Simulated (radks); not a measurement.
Q: Valence configurations of Ir I (all share [Xe]). All-electron calculation, Dirac Kohn-Sham, LDA (Slater exchange, Perdew-Wang correlation), spin-unpolarised, spherical densities, finite nucleus; open shells are shared between the two j in proportion to 2j + 1; Fermi nuclear charge, rms radius 5.4032 fm. Program: a radial shooting solver on a logarithmic mesh with Libxc functionals. Order these by energy: 4f13.5 5d7 6s2 6p0.5; 4f14 5d5 6s2 6p2; 4f13 5d7 6s2 6p1; 4f14 5d6.5 6s2 6p0.5; 4f14 5d7 6s1.5 6p0.5; 4f13 5d7 6p3; 4f14 5d7 6s2; 4f14 5d7.5 6s1 6p0.5; 4f12 5d9 6s2; 4f14 5d7 6s1 6p1.

A: From the lowest, in eV above it: 4f14 5d7 6s2 0.000; 4f14 5d7.5 6s1 6p0.5 2.245; 4f14 5d7 6s1.5 6p0.5 2.627; 4f14 5d6.5 6s2 6p0.5 3.270; 4f14 5d7 6s1 6p1 5.343; 4f14 5d5 6s2 6p2 16.715; 4f13.5 5d7 6s2 6p0.5 32.195; 4f13 5d7 6s2 6p1 67.974; 4f13 5d7 6p3 80.889; 4f12 5d9 6s2 129.04. NIST lists [Xe] 4f14 5d7 6s2 as the ground configuration; this level of theory agrees among the configurations tried. The energies are those of spherical spin-averaged densities, not of single terms.
